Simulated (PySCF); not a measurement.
CH3GaI2, SMILES [Ga]([CH3])([I])[I].

Geometry optimised at PBE0-D3(BJ)/def2-SVP. The def2 effective core potentials stand for the cores of I; spin–orbit coupling is left out.

These are PBE/def2-TZVP in PySCF values and carry that method's errors.

The total energy is -2559.94321 hartree and the highest occupied level is -6.40 eV. The lowest empty level is -2.35 eV, the orbital gap comes out as 4.05 eV and the dipole moment is 2.05 D. The quadrupole, principal values (traceless, Buckingham form, about the centre of nuclear charge) comes out as -4.87, 0.94, 3.93 D·Å, the mean static polarisability is 111.9 bohr³ (16.59 Å³) and the polarisability, principal values comes out as 75.2, 114.3, 146.4 bohr³.
